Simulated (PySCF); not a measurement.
## Working with the constants of RbS

UHF-MP2 constants of RbS, ²Π (doublet), unpaired electrons π ↑ (basis Rb x2c-TZVPPall, S x2c-TZVPPall; spin-free X2C with a Gaussian nucleus; PySCF 2.14; masses 84.9118 and 31.9721 u):

```
ωe              : 221.5 cm⁻¹
ωexe            : 0.806 cm⁻¹
Be              : 0.084847 cm⁻¹
αe              : 0.000432 cm⁻¹
D (centrifugal) : 4.98e-08 cm⁻¹
De to Rb + S    : 2.51 eV
```

Problem. Give the vibrational terms G(v) and spacings up to v = 6.

Solution. G(v) = ωe(v+½) − ωexe(v+½)².

| v | G(v) (cm⁻¹) | G(v) − G(v−1) | Bv (cm⁻¹) |
| --- | --- | --- | --- |
| 0 | 110.5 |  | 0.08463 |
| 1 | 330.4 | 219.9 | 0.08420 |
| 2 | 548.7 | 218.3 | 0.08377 |
| 3 | 765.4 | 216.7 | 0.08334 |
| 4 | 980.4 | 215.1 | 0.08290 |
| 5 | 1193.9 | 213.4 | 0.08247 |
| 6 | 1405.7 | 211.8 | 0.08204 |

Problem. How well does the Morse estimate ωe²/(4ωexe) reproduce De, and what is D0?

Solution. It gives 1.89 eV, 75 % of the computed De. D0 = De − G(0) = 2.51 − 0.01 = 2.50 eV.

Correlated steps freeze 14 core orbitals. Spin–orbit coupling is left out. The state was picked by a PBE0 search and need not be the measured ground state.
